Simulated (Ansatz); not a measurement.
The inner images of a band of CH8BNSi (12 atoms, charge 0, multiplicity 1) are given out of order.

Theory: RKS B3LYP/def2-SVP in Ansatz.

Initial state:

```xyz
12
Properties=species:S:1:pos:R:3
B -0.946 1.218 -0.261
C 0.171 0.499 0.492
N -0.126 -0.250 1.696
Si 0.682 -0.714 -0.973
H -0.668 2.041 -1.100
H -2.102 0.894 -0.106
H 1.086 1.109 0.604
H 0.526 -1.009 1.889
H -1.074 -0.621 1.700
H 1.296 -0.049 -2.158
H -0.467 -1.563 -1.402
H 1.700 -1.611 -0.346
```

Final state:

```xyz
12
Properties=species:S:1:pos:R:3
B -0.974 1.175 -0.261
C 0.133 0.370 0.431
N -0.246 -0.543 1.500
Si 0.680 -0.758 -1.052
H -0.670 2.039 -1.049
H -2.142 0.921 -0.081
H 1.033 0.997 0.611
H -0.833 -0.096 2.201
H 0.560 -0.947 1.973
H 1.422 0.018 -2.088
H -0.482 -1.449 -1.678
H 1.596 -1.783 -0.472
```

Q: Put them in order from the first end to the last, with their energies above the first end.
A.
```xyz
12
Properties=species:S:1:pos:R:3
B -0.989 1.309 -0.270
C 0.075 0.423 0.415
N -0.314 -0.287 1.651
Si 0.704 -0.780 -0.973
H -0.641 2.059 -1.154
H -2.160 1.217 0.001
H 0.989 1.023 0.587
H 0.487 -0.413 2.266
H -0.679 -1.220 1.463
H 1.293 -0.072 -2.147
H -0.421 -1.644 -1.444
H 1.734 -1.671 -0.360
```
B.
```xyz
12
Properties=species:S:1:pos:R:3
B -0.979 1.244 -0.256
C 0.086 0.344 0.402
N -0.346 -0.515 1.501
Si 0.676 -0.787 -1.044
H -0.631 2.084 -1.053
H -2.157 1.098 -0.030
H 1.021 0.931 0.576
H -0.561 0.031 2.334
H 0.371 -1.188 1.771
H 1.341 0.020 -2.104
H -0.423 -1.602 -1.629
H 1.678 -1.715 -0.434
```
C.
```xyz
12
Properties=species:S:1:pos:R:3
B -0.972 1.286 -0.253
C 0.123 0.463 0.446
N -0.210 -0.254 1.678
Si 0.697 -0.757 -0.966
H -0.655 2.053 -1.131
H -2.144 1.117 -0.015
H 1.027 1.082 0.596
H 0.592 -0.749 2.064
H -0.945 -0.945 1.530
H 1.284 -0.087 -2.163
H -0.446 -1.617 -1.397
H 1.726 -1.649 -0.354
```
D.
```xyz
12
Properties=species:S:1:pos:R:3
B -0.983 1.317 -0.268
C 0.057 0.385 0.396
N -0.374 -0.350 1.606
Si 0.679 -0.798 -0.998
H -0.622 2.077 -1.139
H -2.154 1.254 0.013
H 1.004 0.945 0.554
H 0.231 -0.121 2.394
H -0.316 -1.363 1.500
H 1.264 -0.051 -2.147
H -0.429 -1.670 -1.487
H 1.720 -1.680 -0.389
```
E.
```xyz
12
Properties=species:S:1:pos:R:3
B -0.982 1.291 -0.262
C 0.061 0.358 0.394
N -0.391 -0.438 1.546
Si 0.669 -0.797 -1.023
H -0.621 2.090 -1.097
H -2.157 1.197 -0.004
H 1.017 0.912 0.553
H -0.151 0.035 2.417
H 0.066 -1.348 1.599
H 1.287 -0.010 -2.124
H -0.420 -1.659 -1.561
H 1.700 -1.686 -0.403
```

A: C (+0.052 eV), A (+0.169 eV), D (+0.241 eV), E (+0.165 eV), B (+0.042 eV).

Time of the run: 3 min on 2 threads of Arm Neoverse V1 (shared host), peak memory 0.21 GiB.
